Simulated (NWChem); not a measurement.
System: MgH2O; SMILES [OH][MgH]

Here is an NWChem input.

```
start job
memory heap 200 mb stack 900 mb global 1100 mb
geometry units angstroms noautosym nocenter noautoz
  Mg    -0.000823    -0.662645     0.000000
  H     -0.003490    -2.354499     0.000000
  O      0.000338     1.101484     0.000000
  H     -0.000067     2.052432     0.000000
end
basis spherical
  * library def2-svpd
end
dft
  xc xcamb88 1.00 lyp 0.81 vwn_5 0.19 hfexch 1.00
  cam 0.33 cam_alpha 0.19 cam_beta 0.46
  iterations 150
end
tddft
  cis
  nroots 6
  notriplet
end
task tddft energy
```

Output (shortened):

```
             Northwest Computational Chemistry Package (NWChem) 7.3.0
             --------------------------------------------------------

                             Geometry "geometry" -> ""
                             -------------------------

 Output coordinates in angstroms (scale by  1.889725989 to convert to a.u.)

  No.       Tag          Charge          X              Y              Z
 ---- ---------------- ---------- -------------- -------------- --------------
    1 Mg                  12.0000    -0.00082300    -0.66264500     0.00000000
    2 H                    1.0000    -0.00349000    -2.35449900     0.00000000
    3 O                    8.0000     0.00033800     1.10148400     0.00000000
    4 H                    1.0000    -0.00006700     2.05243200     0.00000000

 Effective nuclear repulsion energy (a.u.)      40.6856552501

                                 NWChem DFT Module
                                 -----------------

 Summary of "ao basis" -> "ao basis" (spherical)
 ------------------------------------------------------------------------------
       Tag                 Description            Shells   Functions and Types
 ---------------- ------------------------------  ------  ---------------------
 Mg                        def2-svpd                 9       21   4s4p1d
 H                         def2-svpd                 4        8   2s2p
 O                         def2-svpd                 9       23   4s3p2d

            General Information
            -------------------
          SCF calculation type: DFT
          Wavefunction type:  closed shell.
          No. of atoms     :     4
          No. of electrons :    22
           Alpha electrons :    11
            Beta electrons :    11
          Charge           :     0
          Spin multiplicity:     1
          Use of symmetry is: off; symmetry adaption is: off
          Maximum number of iterations: 150
          AO basis - number of functions:    60
                     number of shells:    26
          Convergence on energy requested:  1.00D-06
          Convergence on density requested:  1.00D-05
          Convergence on gradient requested:  5.00D-04

              XC Information
              --------------
                     Hartree-Fock (Exact) Exchange  1.000
                   CAM-Becke88 Exchange Functional  1.000
                      VWN V Correlation Functional  0.190 local
              Lee-Yang-Parr Correlation Functional  0.810

[...]

                                NWChem TDDFT Module
                                -------------------

            General Information
            -------------------
           No. of orbitals :     120
            Alpha orbitals :      60
             Beta orbitals :      60
        Alpha frozen cores :       0
         Beta frozen cores :       0
     Alpha frozen virtuals :       0
      Beta frozen virtuals :       0
         Spin multiplicity :       1
    Number of AO functions :      60
        Use of symmetry is : off
      Symmetry adaption is : off
         Schwarz screening :  0.10D-07

              XC Information
              --------------
              Hartree-Fock (Exact) Exchange   1.00
            CAM-Becke88 Exchange Functional   1.00
               VWN V Correlation Functional   0.19 local
       Lee-Yang-Parr Correlation Functional   0.81
           Alpha           :  0.19
           Beta            :  0.46
           Gamma           :  0.33

             TDDFT Information
             -----------------
          Calculation type : Tamm-Dancoff TDDFT
         Wavefunction type : Restricted singlets
          No. of electrons :      22
           Alpha electrons :      11
            Beta electrons :      11
              No. of roots :       6
          Max subspacesize :    5200
            Max iterations :     100
               Target root :       1
           Target symmetry : none
      Symmetry restriction : off
                 Algorithm : Optimal
        Davidson threshold :  0.10D-03

    6 smallest eigenvalue differences (eV)
--------------------------------------------------------
  No. Spin  Occ  Vir  Irrep   E(Occ)    E(Vir)   E(Diff)
--------------------------------------------------------
    1    1   11   12 a        -0.346     0.000     9.433
    2    1   10   12 a        -0.351     0.000     9.568
    3    1    9   12 a        -0.351     0.000     9.568
    4    1   11   13 a        -0.346     0.014     9.811
    5    1   11   14 a        -0.346     0.014     9.811
    6    1   10   13 a        -0.351     0.014     9.947
--------------------------------------------------------

  Entering Davidson iterations
  Restricted singlet excited states

  Iter   NTrls   NConv    DeltaV     DeltaE      Time
  ----  ------  ------  ---------  ---------  ---------
    1      6       0     0.11E+00   0.10+100        2.6
    2     12       0     0.44E-01   0.13E-01        2.7
    3     18       0     0.26E-01   0.81E-02        2.5
    4     24       0     0.19E-01   0.19E-02        2.4
    5     30       0     0.51E-02   0.53E-03        2.5
    6     36       2     0.15E-02   0.26E-04        3.4
    7     40       4     0.37E-03   0.26E-05        3.7
    8     42       3     0.73E-01   0.59E-02        3.2
    9     45       4     0.62E-02   0.83E-03        2.2
   10     47       4     0.95E-02   0.69E-04        1.8
   11     49       4     0.98E-02   0.15E-02        1.8
   12     51       4     0.24E-02   0.89E-04        1.8
   13     53       4     0.70E-03   0.66E-05        1.8
   14     55       5     0.12E-03   0.23E-06        1.9
   15     56       6     0.35E-04   0.67E-08        2.3
  ----  ------  ------  ---------  ---------  ---------
  Convergence criterion met

  Ground state a        -276.385487786137 a.u.

[...]
```

Level: CAM-B3LYP/def2-SVPD, TDA. Structure relaxed at the PBE0/def2-SVP level.
